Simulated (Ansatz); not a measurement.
A structure relaxed at B3LYP-D4/def2-SVP in Ansatz, charge 0, doublet:

```xyz
7

Pd   -0.824   -1.326    0.246
Pd    1.090    0.378    0.373
Pd   -0.742    0.640   -1.550
Pd   -1.512    1.433    0.812
H    -0.006   -2.114   -0.757
H     0.024    1.620    1.286
H     1.969   -0.631   -0.409
```

Give its formula.

the cluster Pd₄H₃.

Summarise the bond lengths by kind (pairs closer than 1.2 times the sum of covalent radii, bridged metal pairs left out).

5 × Pd–Pd 2.57 to 2.90 Å; 4 × H–Pd 1.52 to 1.87 Å.

In the def2 sets Pd takes a core potential; there is no spin–orbit coupling. Another isomer (doublet) lies 0.73 eV lower at PBE0-D4/def2-TZVP; other spin states weren't run for this one.
